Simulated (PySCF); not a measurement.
Species: BF2GeH3.
Bonds: F1–B2, B2–F3, B2–Ge4. Hydrogens: H5, H6, H7 on Ge4.

Computed, not measured: PBE0-D3(BJ)/def2-SVP geometry optimisation, gas phase in PySCF.

Task: What internal coordinates does the optimisation give?

Result: 
| bond | length (Å) | order |
| --- | --- | --- |
| F1–B2, B2–F3 | 1.318 | single |
| B2–Ge4 | 2.075 | single |
| Ge4–H5, Ge4–H6, Ge4–H7 | 1.539 | single |

Bonds in one row agree within 0.01 Å and their mean is given. Orders are formal, as drawn. A selection of angles:
| angle | degrees |
| --- | --- |
| F1–B2–F3 | 116.6 |
| F1–B2–Ge4 | 123.0 |
| F3–B2–Ge4 | 120.4 |
| B2–Ge4–H5 | 109.5 |
| B2–Ge4–H7 | 111.6 |
| H5–Ge4–H6 | 107.7 |
| H5–Ge4–H7 | 108.8 |

B2 (three-coordinate boron) is planar (angles 123.0°, 120.4° and 116.6°, sum 360.0°, 0.00 Å off the plane of its three neighbours). Ge4 (germanium bonded to B and 3 H) is tetrahedral (angles from 107.7° to 111.6°). The 4 heavy atoms lie in one plane (0.001 Å rms).

Point group: near Cs, missed by 0.33 Å at most; the miss may be what the optimiser left on a soft mode. No PBE0-D3(BJ)/def2-SVP frequencies stand behind this structure, so it isn't proved a minimum.

The run took 26 s on an Intel Xeon Platinum 8259CL at 2.50 GHz with one thread (shared host), and the process peaked at 0.37 GiB of memory. That covers the optimisation of the geometry.
